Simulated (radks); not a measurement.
Excited configurations of Sr XXXVI: one electron is placed in a higher orbital outside [He]. The ground configuration is [He] 2s1. Calculated with a radial shooting solver on a logarithmic mesh with Libxc functionals: scalar-relativistic Kohn-Sham, r2SCAN, spin-polarised, spherical densities, finite nucleus; open shells are filled with parallel spins first (spin-orbit coupling, left out, can overturn this in heavy ions); meta-GGA in the generalised Kohn-Sham scheme; Fermi nuclear charge, rms radius 4.224 fm. Excitation = E - E(ground); binding = E(ion) - E, where the ion is the core of charge +36; n* = 36/sqrt(2 binding) in atomic units. These energies are relativistic, and a one-electron ion of charge +36 with no core already has n* below n in this formula (scalar-relativistic equation, point nucleus: 3s 2.974, 3d 2.995, 4d 3.993, 5s 4.970, 5d 4.991, 5f 4.995, 6s 5.969, 6f 5.994, 7d 6.990). The quantum defect is therefore taken as that value minus n*, so that it holds no relativistic shift of the bare ion.

outer orbital  excitation (eV)  binding (eV)  quantum defect  eigenvalue (eV)  <r> (bohr)
3s                      2587.2        2027.0           0.024          -2005.6      0.3623
3d                      2657.4        1956.7          -0.007          -1926.3      0.2907
4d                      3511.2        1103.0          -0.006          -1088.6      0.5812
5s                      3892.7        721.48           0.026          -714.11       1.019
5d                      3907.9        706.24          -0.005          -697.83      0.9550
5f                      3909.7        704.44          -0.008          -694.53      0.8742
6s                      4114.7        499.47           0.028          -494.38       1.472
6f                      4124.6        489.59          -0.007          -483.24       1.332
7d                      4253.8        360.35          -0.005          -356.41       1.953

The Delta-SCF ionisation energy is 4614.2 eV (NIST Atomic Spectra Database: 4612.4 eV, theoretical). Self-interaction in the functional shifts the binding energies and quantum defects, so they are the method's values and not measured ones.
